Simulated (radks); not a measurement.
The numbers below are computed, except where a source is named.
Ionisation of neutral iodine, [Kr] 4d10 5s2 5p5, to [Kr] 4d10 5s2 5p4 as the strength of local exchange is varied. Level of theory: Dirac Kohn-Sham, Slater X-alpha exchange (alpha = 2/3 is LDA exchange), no correlation, spin-unpolarised, spherical densities, point nucleus; open shells fill j = l - 1/2 first (a radial shooting solver on a logarithmic mesh with Libxc functionals).

alpha,E(I) (hartree),exchange (hartree),IE (eV),-e of the level emptied (eV),<r> of it (bohr)
0.594,-7089.58823,-151.60306,8.981,5.110 (5p3/2),2.603
0.595,-7089.84346,-151.86356,8.991,5.118 (5p3/2),2.602
0.607,-7092.90689,-154.99093,9.107,5.220 (5p3/2),2.594
0.667,-7108.24320,-170.66596,9.696,5.743 (5p3/2),2.552
0.668,-7108.49908,-170.92775,9.706,5.752 (5p3/2),2.551
0.718,-7121.30414,-184.03970,10.210,6.202 (5p3/2),2.518
0.806,-7143.89481,-207.22381,11.124,7.026 (5p3/2),2.463
0.969,-7185.91980,-250.52733,12.905,8.651 (5p3/2),2.370

NIST Atomic Spectra Database: 10.451 eV (measured). The Delta-SCF value meets it near alpha = 0.74. Spin polarisation and multiplet splitting are left out, so open shells lie too high by an amount that depends on their filling.

Beside tabulated values, note that spin-unpolarised runs miss the spin-polarisation part of the exchange energy of open shells.
